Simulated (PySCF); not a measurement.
Zn(F)(NMe2) (C₂H₆FNZn), SMILES C[N]([Zn][F])C. Geometry: PBE-D3(BJ)/def2-SVP. The structure was generated by enumeration; whether it is a known compound was not checked. The values are those of a single conformer.

Method: PBE-D3(BJ)/def2-SVP (PySCF 2.14.0).

Harmonic wavenumbers (cm⁻¹): 90, 102, 154, 244, 246, 263, 307, 528, 701, 982, 1050, 1074, 1112, 1215, 1235, 1378, 1390, 1391, 1410, 1432, 1451, 2846, 2852, 2907, 2916, 3023, 3023. Rotational constants (GHz): 9.262, 1.831, 1.565; symmetry number 1.

Work out the zero-point energy and the ideal-gas rigid-rotor harmonic-oscillator thermochemistry at 298.15 K and 1 atm.

ZPE = ½ Σ hcν = ½ × 35322 cm⁻¹ = 50.49 kcal/mol. H − E(el) = 55.69 kcal/mol. Entropy in cal/(mol K): translation 40.46, rotation 26.90, vibration 17.64, total 85.00. G − E(el) = 30.35 kcal/mol. Cp = 25.01 cal/(mol K). Modes under 150 cm⁻¹ make the vibrational entropy uncertain.
